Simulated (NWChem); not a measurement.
C₅H₃N₃; SMILES N#Cc1cncnc1

All runs: NWChem. Pople sets run with spherical d functions. Geometry: optimised at PBE0/def2-SVP. Level: M05-2X/6-31G* with COSMO at NWChem's default radii, gas-phase geometry; rows give the dielectric constant.

```
dielectric constant  electrostatic solvation energy (kcal/mol)  dipole in solution (D)
-------------------  -----------------------------------------  ----------------------
3.9                                                       -5.8                    2.26
4.8                                                       -6.2                    2.29
25.0                                                      -7.7                    2.39
37.5                                                      -7.8                    2.40
78.4                                                      -8.0                    2.41
```
